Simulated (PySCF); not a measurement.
CClF2, SMILES F[C](F)Cl, multiplicity 2.

Geometry optimised at PBE-D3(BJ)/def2-TZVP. The isomer is the one that the SMILES or the coordinates give; other isomers of the formula were not compared.

Method: PBE-D3(BJ)/def2-TZVP (PySCF).

Frequencies are harmonic and unscaled.

| mode | ν (cm⁻¹) | IR (km/mol) | moving atoms (share of kinetic energy) |
|---|---|---|---|
| 1 | 351 | 0.1 | F 69 %, Cl 19 %, C 12 % |
| 2 | 404 | 0.3 | F 54 %, Cl 44 % |
| 3 | 579 | 2.8 | F 63 %, C 33 % |
| 4 | 725 | 72.2 | C 69 %, F 18 %, Cl 13 % |
| 5 | 1106 | 323.2 | C 65 %, F 35 % |
| 6 | 1158 | 258.8 | C 70 %, F 30 % |
